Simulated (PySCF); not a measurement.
Pb⁺ (lead, charge +1) across methods

[Xe] 4f14 5d10 6s2 7s1, 2S determinant (an excited configuration). All numbers are calculated (PySCF 2.14, the spin-free X2C one-electron Hamiltonian (Gaussian nucleus), in aug-cc-pVTZ-DK3 (9s8p6d3f, 84 functions)).

```csv
method,E (hartree),mean ε 6s α (eV),mean ε 6s β (eV),mean ε 7s α (eV),Σ⟨r²⟩ (bohr²),⟨S²⟩
BLYP,-20884.76,-22.098,-22.057,-6.043,80.39,0.750
LDA,-20870.93,-22.558,-22.468,-6.253,80.08,0.750
PBE0,-20883.35,-23.151,-23.017,-6.615,81.28,0.750
PBE,-20883.66,-22.144,-22.040,-6.257,80.75,0.750
r2SCAN,-20883.57,-22.249,-22.320,-6.252,80.84,0.750
UHF,-20877.45652,-25.203,-24.938,-7.277,83.69,0.750
```

(1) Estimate the same row for TPSS.

Spin-orbit coupling, which splits the p, d and f shells strongly at this Z, is absent. The outer electron is Rydberg-like, and this basis confines it to a smaller radius and binds it less than a complete one would.

Answers

(1) E (hartree) = -20882.79; mean ε 6s α (eV) = -21.978; mean ε 6s β (eV) = -21.937; mean ε 7s α (eV) = -6.231; Σ⟨r²⟩ (bohr²) = 81.23; ⟨S²⟩ = 0.750.
